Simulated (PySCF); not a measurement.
**Excited states of Ge(2+) (germanium, charge +2)**

Ground state [Ar] 3d10 4s2, ¹S. Computed with PySCF 2.14 in aug-cc-pVTZ-DK with one added diffuse shell each of s, p, d, f type (8s7p5d3f, 75 functions), with scalar relativity by spin-free X2C-1e. Vertical excitation energies in eV without spin-orbit coupling; excited terms of each kind are numbered among those the solver found. Frozen: [Ar].

```tsv
term	leading excitation	EOM-EE-CCSD
1 3P°	4s → p	7.533
1 1P°	4s → p	11.410
1 3S	4s → s	19.299
1 3D	4s → d	19.828
1 1S	4s → s	19.929
1 1D	4s → d	21.992
2 3P°	4s → p	22.188
2 1P°	4s → p	22.497
1 3F°	4s → f	25.689
1 1F°	4s → f	25.702
2 3S	4s → s	25.820
2 1S	4s → s	26.045
2 3D	4s → d	26.049
2 1D	4s → d	26.409
```

Doubly excited terms such as np² are absent. The solver can miss terms. Rydberg members are limited by the diffuse functions of the basis.
